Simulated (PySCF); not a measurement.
**C₆ coefficients of unlike pairs at PBE0**

Calculated with PySCF 2.14 from the dipole response of each species, C₆(A,B) = (3/π) ∫ α_A(iu) α_B(iu) du, in atomic units, from isotropic polarisabilities. For ions this is the dispersion term alone; charge-induced terms of lower order in 1/R come first.

```
species           configuration                                                                 basis      relativity  α (bohr³)  C₆ (like pair)
    Ru⁺           [Kr] 4d7 (4F)  def2-QZVPPD with the def2 core potential (28 electrons) (7s5p4d4f2g)  core potential      15.36           97.91
    Te⁺  [Kr] 4d10 5s2 5p3 (4S)                           aug-cc-pV5Z-PP with ECP28MDF (8s8p6d4f3g2h)  core potential      22.20           186.2
     Tc       [Kr] 4d5 5s2 (6S)                           aug-cc-pwCVTZ-PP with ECP28MDF (8s8p7d4f3g)  core potential      90.88            1043
     S⁺       [Ne] 3s2 3p3 (4S)                                           aug-cc-pVQZ-DK (7s6p4d3f2g)   spin-free X2C      10.82           53.18
```

(1) Estimate C₆ for Tc with Te⁺.

No spin-orbit coupling is included.

The other pairs:

```tsv
pair	C₆
Te⁺, Ru⁺	134.0
Tc, Ru⁺	282.2
S⁺, Tc	208.0
S⁺, Te⁺	99.18
S⁺, Ru⁺	71.69
```

Answers

(1) The integral gives 401.9. The combination rule 2 C_A C_B / (C_A α_B/α_A + C_B α_A/α_B) gives 382.0 and the geometric mean 440.7.
